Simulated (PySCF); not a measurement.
This PySCF input asks for the NMR shieldings of `COC(=O)c1ccncc1`, C$_{7}$H$_{7}$NO$_{2}$; the geometry comes from PBE0-D3(BJ)/def2-SVP.

```python
import basis_set_exchange as bse
import numpy as np
from pyscf import gto, dft
from pyscf.prop import nmr

atoms = """
C     3.187757   -0.129231    0.353915
O     1.786063   -0.160236    0.556797
C     1.036862    0.124328   -0.510029
O     1.491232    0.400340   -1.590540
C    -0.422393    0.060156   -0.209014
C    -0.920668   -0.277761    1.050032
C    -2.303951   -0.311991    1.221010
N    -3.171583   -0.039366    0.249940
C    -2.688299    0.282095   -0.948155
C    -1.326273    0.346282   -1.232580
H     3.644088   -0.339421    1.327748
H     3.507237    0.856316   -0.014790
H     3.492205   -0.888976   -0.381285
H    -0.242412   -0.507103    1.872477
H    -2.728919   -0.573961    2.196669
H    -3.424366    0.501022   -1.729879
H    -0.953567    0.610215   -2.223899
"""
names = dict.fromkeys(["C", "O", "N", "H"], "pcSseg-1")
basis = {el: gto.basis.parse(bse.get_basis(n, elements=[el], fmt="nwchem")) for el, n in names.items()}
mol = gto.M(atom=atoms, basis=basis, charge=0, verbose=0)
mf = dft.RKS(mol, xc="HYB_GGA_XC_WB97X_D")
mf.grids.level = 2
mf.grids.alignment = dft.numint.BLKSIZE   # the property module wants whole blocks of grid points
mf.conv_tol = 1e-9
mf.kernel()

calc = nmr.RKS(mf)   # GIAO
C = mf.mo_coeff
Co = C[:, mf.mo_occ > 0]
resp = mf.gen_response(singlet=True, hermi=2)
def vind(x):   # induced exchange potential for any number of trial vectors
    d = np.einsum("pi,xij,qj->xpq", C, 2 * x.reshape(-1, C.shape[1], Co.shape[1]), Co, optimize=True)
    return np.einsum("xpq,pi,qj->xij", resp(d - d.transpose(0, 2, 1)), C, Co, optimize=True).ravel()
mo1, _ = nmr.rhf.solve_mo1(calc, with_cphf=vind)
sigma = calc.kernel(mo1)
for i, s in enumerate(sigma):   # ppm
    w = np.linalg.eigvalsh((s + s.T) / 2)
    print("%2d %-2s iso %8.1f  s11 %8.1f  s22 %8.1f  s33 %8.1f" % (i, mol.atom_pure_symbol(i), w.mean(), *w))
```

Question: What are the results?

Answer: 
```
 0 C  iso    131.3  s11    102.6  s22    115.5  s33    175.7
 1 O  iso    159.3  s11    -26.9  s22    250.7  s33    254.1
 2 C  iso     13.7  s11    -83.2  s22     54.6  s33     69.7
 3 O  iso    -85.2  s11   -356.9  s22   -235.6  s33    336.7
 4 C  iso     42.5  s11    -64.1  s22     29.6  s33    162.0
 5 C  iso     56.0  s11    -51.8  s22     43.7  s33    176.0
 6 C  iso     27.2  s11    -86.7  s22     23.4  s33    145.0
 7 N  iso   -114.3  s11   -457.5  s22   -191.4  s33    306.1
 8 C  iso     26.8  s11    -86.8  s22     22.4  s33    144.8
 9 C  iso     54.4  s11    -58.5  s22     42.7  s33    178.8
10 H  iso     27.6  s11     23.4  s22     26.4  s33     33.0
11 H  iso     27.3  s11     23.6  s22     25.2  s33     33.2
12 H  iso     27.5  s11     23.8  s22     25.1  s33     33.5
13 H  iso     23.5  s11     19.4  s22     22.4  s33     28.8
14 H  iso     22.5  s11     18.5  s22     21.9  s33     26.9
15 H  iso     22.4  s11     18.4  s22     22.0  s33     26.7
16 H  iso     23.3  s11     19.5  s22     22.2  s33     28.1
```

These numbers come from an equivalent density-fitted implementation of the same equations, which agrees with the script to about 0.01 ppm for H and up to a few tenths of a ppm for heavy atoms, so last digits may differ.

Question: Turn these shieldings into chemical shifts. Referencing at the same level of theory: $^{13}$C (σref 184.54), $^{1}$H (σref 31.38) against TMS; $^{17}$O (σref 333.19) against H2O; NH3 for $^{15}$N (σref 263.98).

Answer: Averaging equivalent atoms: C 2: 170.8; C 6/8: 157.5; C 4: 142.0; C 5/9: 129.4; C 0: 53.3; O 3: 418.4; O 1: 173.9; N 7: 378.3; H 14/15: 8.96; H 13/16: 7.98; H 10/11/12: 3.91 ppm. Unscaled 17O shifts of doubly bonded oxygen tend to come out too high, by tens of ppm or more. Experimental scales use liquid or dissolved standards, which lie at an offset from isolated NH3 (liquid NH3: subtract about 20 ppm) and H2O (liquid H2O: subtract about 36 ppm). Unscaled 15N shifts of sp2 nitrogen come out 20 to 40 ppm too high even then.

Size and cost of the density-fitted run: 205 basis functions, 50 s wall time on 1 thread of an Arm Neoverse V1, shared host.
